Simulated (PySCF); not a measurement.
Species: C6H14P2.
Z-matrix (Å and degrees, PBE0-D3(BJ)/def2-SVP geometry), rows numbered from 1:
```
P 
P   1  2.2345
C   2  1.8705  1   95.71
C   3  1.5257  2  114.66  1  -171.89
C   4  1.5295  3  116.44  2    59.75
C   5  1.5343  4  114.70  3   -70.21
C   6  1.5296  5  116.60  4    93.89
C   7  1.5303  6  115.88  5   -47.19
H   1  1.4302  2   94.54  3   -83.10
H   1  1.4299  2   94.40  3  -176.07
H   3  1.1032  2  106.81  1    67.10
H   3  1.1047  2  108.76  1   -47.81
H   4  1.1036  3  107.68  2  -177.87
H   4  1.1044  3  109.24  2   -63.46
H   5  1.1017  4  107.30  3   169.01
H   5  1.1051  4  109.98  3    54.80
H   6  1.1020  5  109.46  4  -143.73
H   6  1.1048  5  108.39  4   -29.44
H   7  1.1024  6  107.92  5  -169.98
H   7  1.1039  6  109.42  5    75.26
H   8  1.1033  2  108.12  1    60.92
H   8  1.1023  2  108.27  1   -53.80
```

The closed-shell ground state was solved at several levels (PySCF, density fitting, gas phase, non-relativistic).

```tsv
level	basis functions	HOMO (eV)	LUMO (eV)	gap (eV)	dipole (D)
PBE/pcSseg-1	220	-5.21	-0.78	4.43	1.10
PBE0/pcSseg-1	220	-6.27	0.06	6.33	1.11
```

Question: What might wB97X-D/def2-SVPD (280 basis functions) give for the same quantities?

Answer: HOMO -8.00 eV, LUMO 1.69 eV, gap 9.69 eV, dipole 1.23 D.

Question: Over all these levels, which gives the widest orbital gap and which the narrowest?

Answer: wB97X-D/def2-SVPD (range-separated hybrid) has the widest, 9.69 eV, and PBE/pcSseg-1 (GGA) the narrowest, 4.43 eV. Functional and basis both differ between the two, so the spread mixes both effects.

Question: How far do the dipole and the HOMO energy spread over the levels?

Answer: The dipole runs from 1.10 to 1.23 D (mean 1.15 D) and the HOMO from -8.00 to -5.21 eV.

One conformer stands for the species.
